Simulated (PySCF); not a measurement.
## [InS2]-: map over both bonds

Computed with PySCF, PBE0, basis In def2-TZVPD with ECP28, S def2-TZVPD (scalar-relativistic core potentials, no spin–orbit coupling, density fitting).

Rigid scan from the singlet minimum (In–S 2.242 Å (×2); S–In–S 180.0°). Coordinate: rows scale the first bond (In–S), columns the second (In–S). Energies in kJ/mol from the minimum.

Rows run from the largest first scale (top) to the smallest, columns from the smallest second scale to the largest. Lower edges of the bins (kJ/mol): '_' 0.00, '.' 0.71, ':' 1.85, '-' 3.64, '=' 6.48, '+' 10.99, '*' 18.12, '#' 29.44, '%' 47.37, '@' 75.80; top 121, each point printed twice.
```
@@%%%%%%@@@@
####**##%%@@
**==--++##%%
**--__--**%%
**==--==##%%
##******##@@
```

Q: Give the energies on the grid of the scan.

A: 
```tsv
scale \ scale	0.94	0.97	1.00	1.04	1.09	1.15
0.94	39	24	19	25	45	80
0.97	24	9	4	10	31	66
1.00	19	4	0	6	26	61
1.04	25	10	6	12	32	67
1.09	45	31	26	32	52	87
1.15	80	66	61	67	87	121
```

Other isomers or separated fragments may lie lower.
